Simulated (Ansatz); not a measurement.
Molecule: sum formula SiBr$_{2}$F$_{2}$, net charge 0, singlet state. SMILES: F[Si](F)(Br)Br
Geometry from a B3LYP-D3(BJ)/def2-TZVP (Ansatz, a first-principles code) optimisation:
```xyz
5

F     -0.0035     1.6880    -1.1561
Si    -0.0108     0.6657     0.0470
F     -0.0485     1.5083     1.3815
Br     1.8284    -0.5169    -0.0042
Br    -1.8107    -0.5713    -0.0726
```
Charge 0, spin multiplicity 1.

Quantity: atomisation energy (electronic, to ground-state atoms), in eV. Cores are frozen in the correlated levels unless marked. Open shells are spin-unrestricted. No spin-orbit coupling. Frozen are the shells of the preceding noble gas and the d and f shells that filled before the atom's block. No relativistic terms. The coupled-cluster limit lacks core correlation, which all-electron functionals hold. CBS marks a two-point X^-3 extrapolation of the correlation energy; Hartree-Fock from the larger set.

```csv
level,program,atomisation energy (eV)
PBE-D3(BJ)/def2-TZVPD,Ansatz + dftd3,19.58
revPBE/def2-TZVPD,Ansatz,18.46
r2SCAN-D4/def2-TZVPD,Ansatz + dftd4,(withheld)
B3LYP-D3(BJ)/def2-TZVPD,Ansatz + dftd3,(withheld)
PBE0/def2-SVP,Ansatz,(withheld)
CAM-B3LYP/def2-TZVPD,Ansatz,(withheld)
wB97X/def2-TZVPD,Ansatz,19.15
RPA@PBE/def2-QZVPP,Ansatz,17.42
SCS-MP2/def2-TZVPP,Ansatz,19.10
CCSD/STO-3G,Ansatz,14.11
CCSD/6-31G*,Ansatz,17.41
CCSD/def2-SVPD,Ansatz,17.21
"CCSD(T)/CBS(def2-TZVPPD,def2-QZVPPD)",Ansatz,19.47
```

Q: Complete the blanks.

A: 
- r2SCAN-D4/def2-TZVPD, atomisation energy (eV): 19.53
- B3LYP-D3(BJ)/def2-TZVPD, atomisation energy (eV): 18.90
- PBE0/def2-SVP, atomisation energy (eV): 18.52
- CAM-B3LYP/def2-TZVPD, atomisation energy (eV): 18.94
